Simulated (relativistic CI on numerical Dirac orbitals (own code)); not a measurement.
**Energy levels of La XVII**

Method of calculation: Dirac-Coulomb-Breit CI, orbitals from a KLI potential per configuration, model QED (radiative potential, 1s self-energy scaled to tabulated hydrogen-like ionisation energies), unscaled Slater integrals (own radial code, finite nucleus).

Configurations in the expansion (outside the closed core [Ar] 3d10): 4s2 4p6 4d5, 4s2 4p5 4d6, 4s2 4p6 4d4 4f, 4s2 4p6 4d4 5p, 4s2 4p6 4d3 4f 5s, 4p6 4d7, 4p5 4d8, 4s2 4p6 4d3 5s2, 4s2 4p6 4d2 4f 5s2, 4s2 4p6 4d2 5s2 5p. Double excitations out of closed p, d and f shells are left out; levels of such configurations are missing from the list, as are those of other unlisted configurations, and high levels can miss mixing partners.

The lowest level is 4s2 4p6 4d5 6S_5/2, with 85 % of that term; Hund's rules for 4s2 4p6 4d5 give 6S with J = 5/2, in agreement.

| No. | Configuration | Term | J | E (cm⁻¹) | % | Landé g | jj configuration (%) |
| --- | --- | --- | --- | --- | --- | --- | --- |
| 1 | 4s2 4p6 4d5 | 6S | 5/2 | 0 | 85 | 1.930 | 4d3/2^3 4d5/2^2 (41) |
| 2 | 4s2 4p6 4d5 | 4G | 5/2 | 42980 | 31 | 1.027 | 4d5/2 (67) |
| 3 | 4s2 4p6 4d5 | 4G | 7/2 | 56087 | 66 | 1.079 | 4d3/2^3 4d5/2^2 (84) |
| 4 | 4s2 4p6 4d5 | 4G | 11/2 | 58460 | 77 | 1.219 | 4d3/2^3 4d5/2^2 (72) |
| 5 | 4s2 4p6 4d5 | 4P | 3/2 | 58809 | 45 | 1.380 | 4d3/2^3 4d5/2^2 (86) |
| 6 | 4s2 4p6 4d5 | 4G | 5/2 | 60610 | 42 | 1.076 | 4d3/2^3 4d5/2^2 (49) |
| 7 | 4s2 4p6 4d5 | 4G | 9/2 | 61413 | 84 | 1.168 | 4d3/2^3 4d5/2^2 (52) |
| 8 | 4s2 4p6 4d5 | 4P | 1/2 | 66832 | 65 | 1.848 | 4d3/2^3 4d5/2^2 (56) |
| 9 | 4s2 4p6 4d5 | 4D | 7/2 | 75225 | 66 | 1.303 | 4d3/2^2 4d5/2^3 (75) |
| 10 | 4s2 4p6 4d5 | 4D | 5/2 | 79910 | 35 | 1.280 | 4d3/2^3 4d5/2^2 (53) |
| 11 | 4s2 4p6 4d5 | 2I | 11/2 | 84952 | 72 | 0.999 | 4d3/2^2 4d5/2^3 (77) |
| 12 | 4s2 4p6 4d5 | 4D | 1/2 | 86132 | 70 | 0.762 | 4d3/2^2 4d5/2^3 (85) |
| 13 | 4s2 4p6 4d5 | 4D | 3/2 | 88645 | 45 | 1.332 | 4d3/2^2 4d5/2^3 (64) |
| 14 | 4s2 4p6 4d5 | 2F | 7/2 | 90382 | 41 | 1.126 | 4d3/2^3 4d5/2^2 (69) |
| 15 | 4s2 4p6 4d5 | 2I | 13/2 | 93226 | 100 | 1.076 | 4d3/2^2 4d5/2^3 (100) |
| 16 | 4s2 4p6 4d5 | 2G | 9/2 | 93891 | 46 | 1.163 | 4d3/2^2 4d5/2^3 (54) |
| 17 | 4s2 4p6 4d5 | 4F | 3/2 | 94095 | 53 | 0.689 | 4d3/2^2 4d5/2^3 (66) |
| 18 | 4s2 4p6 4d5 | 2F | 5/2 | 98742 | 29 | 1.047 | 4d3/2^2 4d5/2^3 (55) |
| 19 | 4s2 4p6 4d5 | 2H | 9/2 | 109368 | 54 | 1.095 | 4d3/2^2 4d5/2^3 (98) |
| 20 | 4s2 4p6 4d5 | 4F | 5/2 | 109571 | 36 | 1.095 | 4d3/2^2 4d5/2^3 (55) |
| 21 | 4s2 4p6 4d5 | 2G | 7/2 | 114515 | 54 | 1.025 | 4d3/2^2 4d5/2^3 (85) |
| 22 | 4s2 4p6 4d5 | 2D | 3/2 | 120260 | 56 | 0.709 | 4d3/2 4d5/2^4 (55) |
| 23 | 4s2 4p6 4d5 | 2F | 5/2 | 120286 | 53 | 1.020 | 4d3/2^2 4d5/2^3 (61) |
| 24 | 4s2 4p6 4d5 | 2F | 7/2 | 122580 | 61 | 1.088 | 4d3/2 4d5/2^4 (58) |
| 25 | 4s2 4p6 4d5 | 2F | 7/2 | 129651 | 42 | 1.162 | 4d3/2 4d5/2^4 (57) |
| 26 | 4s2 4p6 4d5 | 2H | 11/2 | 130211 | 71 | 1.065 | 4d3/2 4d5/2^4 (93) |
| 27 | 4s2 4p6 4d5 | 2G | 9/2 | 132366 | 50 | 1.094 | 4d3/2 4d5/2^4 (63) |
| 28 | 4s2 4p6 4d5 | 2S | 1/2 | 132591 | 83 | 1.943 | 4d3/2^3 4d5/2^2 (34) |
| 29 | 4s2 4p6 4d5 | 2D | 5/2 | 146190 | 53 | 1.080 | 4d3/2 4d5/2^4 (47) |
| 30 | 4s2 4p6 4d5 | 2D | 3/2 | 147030 | 89 | 0.824 | 4d3/2 4d5/2^4 (44) |
| 31 | 4s2 4p6 4d5 | 2D | 5/2 | 159374 | 65 | 1.124 | 4d3/2^2 4d5/2^3 (32) |
| 32 | 4s2 4p6 4d5 | 2G | 9/2 | 162448 | 98 | 1.110 | 4d3/2^2 4d5/2^3 (67) |
| 33 | 4s2 4p6 4d5 | 2G | 7/2 | 168241 | 87 | 0.922 | 4d3/2 4d5/2^4 (65) |
| 34 | 4s2 4p6 4d5 | 2P | 3/2 | 186324 | 82 | 1.236 | 4d3/2^2 4d5/2^3 (79) |
| 35 | 4s2 4p6 4d5 | 2P | 1/2 | 197503 | 91 | 0.778 | 4d3/2 4d5/2^4 (52) |
| 36 | 4s2 4p6 4d5 | 2D | 5/2 | 211656 | 96 | 1.195 | 4d3/2^2 4d5/2^3 (70) |
| 37 | 4s2 4p6 4d5 | 2D | 3/2 | 218318 | 81 | 0.885 | 4d3/2 4d5/2^4 (75) |
| 38 | 4p5 4d6(5D) | 6F° | 11/2 | 759372 | 87 | 1.431 | 4p3/2^3 4d5/2^2 (45) |
| 39 | 4p5 4d6(5D) | 6D° | 7/2 | 780537 | 24 | 1.520 | 4p3/2^3 4d5/2^2 (43) |
| 40 | 4p5 4d6(5D) | 6F° | 9/2 | 780631 | 50 | 1.471 | 4p3/2^3 4d3/2^3 4d5/2^3 (62) |
| 41 | 4p5 4d6(3P) | 4P° | 5/2 | 782695 | 45 | 1.554 | 4p3/2^3 4d5/2^2 (52) |
| 42 | 4p5 4d6(3F) | 4F° | 9/2 | 789007 | 44 | 1.385 | 4p3/2^3 4d5/2^2 (44) |
| 43 | 4p5 4d6(5D) | 6P° | 5/2 | 789933 | 46 | 1.721 | 4p3/2^3 4d3/2^3 4d5/2^3 (33) |
| 44 | 4p5 4d6(5D) | 6P° | 3/2 | 789999 | 58 | 2.263 | 4p3/2^3 4d3/2^3 4d5/2^3 (32) |
| 45 | 4p5 4d6(5D) | 4F° | 7/2 | 800282 | 25 | 1.414 | 4p3/2^3 4d3/2^3 4d5/2^3 (54) |

Energies count from the lowest computed level; ° marks odd parity. Percentages are summed over parent terms; the parents shown are those of the largest component, closed shells are left out there. Filled j subshells are mostly left out of the jj labels.

The mean weight of the leading LS term, summed over parents, in these 45 levels is 61 %, and that of the leading jj configuration (from the same eigenvectors) 61 %.

At this charge energies of transitions that change n are usually good to better than 1 %, and those within a shell (Δn = 0) to a few per cent. Terms inside the open d or f shell come out 10 to 20 % too wide with unscaled integrals.

LS names give the leading component of a level, which can be under half, so a name can repeat, a term be missing and a line seem to break the LS rules.
